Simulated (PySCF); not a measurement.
Radial density of Zn (zinc, neutral)

wB97M-V, [Ar] 3d10 4s2, closed-shell 1S. Computed with PySCF 2.14 in aug-cc-pVDZ-PP with ECP10MDF (5s5p4d2f, 54 functions), with a scalar-relativistic core potential. This is the valence pseudo-density: the core potential removes the inner electrons and smooths the orbitals near the nucleus.

```json
{"r (bohr)": "0.00638", "4πr²ρ (e/bohr)": "1.283e-05"}
{"r (bohr)": "0.0107", "4πr²ρ (e/bohr)": "3.613e-05"}
{"r (bohr)": "0.0181", "4πr²ρ (e/bohr)": "0.0001075"}
{"r (bohr)": "0.0304", "4πr²ρ (e/bohr)": "0.0004805"}
{"r (bohr)": "0.0511", "4πr²ρ (e/bohr)": "0.005083"}
{"r (bohr)": "0.0859", "4πr²ρ (e/bohr)": "0.07120"}
{"r (bohr)": "0.145", "4πr²ρ (e/bohr)": "0.7141"}
{"r (bohr)": "0.243", "4πr²ρ (e/bohr)": "4.520"}
{"r (bohr)": "0.409", "4πr²ρ (e/bohr)": "17.82"}
{"r (bohr)": "0.688", "4πr²ρ (e/bohr)": "22.69"}
{"r (bohr)": "1.16", "4πr²ρ (e/bohr)": "7.386"}
{"r (bohr)": "1.95", "4πr²ρ (e/bohr)": "1.803"}
{"r (bohr)": "3.27", "4πr²ρ (e/bohr)": "0.5841"}
{"r (bohr)": "5.51", "4πr²ρ (e/bohr)": "0.05621"}
{"r (bohr)": "9.26", "4πr²ρ (e/bohr)": "0.0001566"}
```

Energies and moments cover only the electrons outside the core potential.
